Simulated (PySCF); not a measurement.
Pyridine-N-oxide, C5H5NO.
SMILES: `[O-][N+]1=CC=CC=C1`

A linear-response calculation (PySCF, def2-SVPD basis, gas phase, vertical, core orbitals frozen in the response) gave these numbers; the functional is withheld.

Orbital energies (eV): HOMO-3 -11.61, HOMO-2 -9.57, HOMO-1 -8.94, HOMO -7.66, LUMO -0.35, LUMO+1 0.08, LUMO+2 1.22.

| state | E (eV) | f | main configurations (H = HOMO, L = LUMO) |
| --- | --- | --- | --- |
| S1 | 4.45 | 0.0000 | H-1→L (97%) |
| S2 | 4.47 | 0.019 | H→L+1 (88%), H-2→L (11%) |
| S3 | 4.83 | 0.234 | H→L (93%) |
| S4 | 5.72 | 0.0005 | H-1→L+1 (99%) |
| S5 | 6.23 | 0.0024 | H→L+2 (91%) |
| S6 | 6.25 | 0.238 | H-2→L (84%), H→L+1 (11%) |

Triplets, Tamm–Dancoff:

| state | E (eV) | λ (nm) | main configurations (H = HOMO, L = LUMO) |
| --- | --- | --- | --- |
| T1 | 2.61 | 474.7 | H→L (95%) |
| T2 | 3.79 | 326.8 | H→L+1 (96%) |
| T3 | 4.15 | 298.6 | H-1→L (96%) |
| T4 | 4.68 | 265.0 | H-2→L+1 (94%) |

Vertical ionisation energy by ΔSCF with the same functional: 8.34 eV. Mean static polarisability: 72.2 au.

Task: Which of these was used?
A. PBE
B. HF
C. CAM-B3LYP
D. B3LYP

Result: C. CAM-B3LYP is range-separated, 19% exact exchange at short range and 65% at long range (ω = 0.33 bohr⁻¹). In this run −ε(HOMO) = 7.66 eV differs from the ΔSCF value by -0.68 eV, and S1 differs from the orbital gap of 7.31 eV by -2.86 eV. The ratio −ε(HOMO)/IP is 0.92. Small neutral molecules mostly give 0.85 to 0.93 with CAM-B3LYP, 0.5 to 0.7 with PBE, 0.67 to 0.83 with B3LYP; Hartree–Fock can't fall below 1, since the ion's relaxation only lowers the ΔSCF value. The other options: PBE, a GGA without exact exchange; HF, time-dependent Hartree–Fock, 100% exact exchange; B3LYP, a global hybrid with 20% exact exchange.

Theory: PySCF 2.14.0, density-fitted response routines, TDDFT CAM-B3LYP/def2-SVPD, vertical, gas phase, core orbitals frozen in the response. Isolated species at its PBE0-D3(BJ)/def2-SVP geometry, gas phase.
